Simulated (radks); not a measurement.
The numbers below are computed, except where a source is named.
Ar+, configuration [Ne] 3s2 3p5. Code: a radial shooting solver on a logarithmic mesh with Libxc functionals. Model: scalar-relativistic Kohn-Sham, OLYP, spin-polarised, spherical densities, point nucleus; open shells are filled with parallel spins first.

Unscreened Slater integrals over Kohn-Sham orbitals (hartree). They are taken over the spin-up orbitals.

integral,value
"F0(3p,3p)",0.58766
"F2(3p,3p)",0.29532
"F0(3p,3s)",0.62156
"G1(3p,3s)",0.41188
"F0(3p,2p)",0.80294
"F2(3p,2p)",0.13783
"G0(3p,2p)",0.053987
"G2(3p,2p)",0.054483
"F0(3s,3s)",0.66167
"F0(3s,2p)",0.88028
"G1(3s,2p)",0.065608
"F0(2p,2p)",2.4388
"F2(2p,2p)",1.1356

Derived for the open shells (J is the average intra-shell exchange parameter used in DFT+U). 3p: J = F2/5 = 0.05906 hartree.
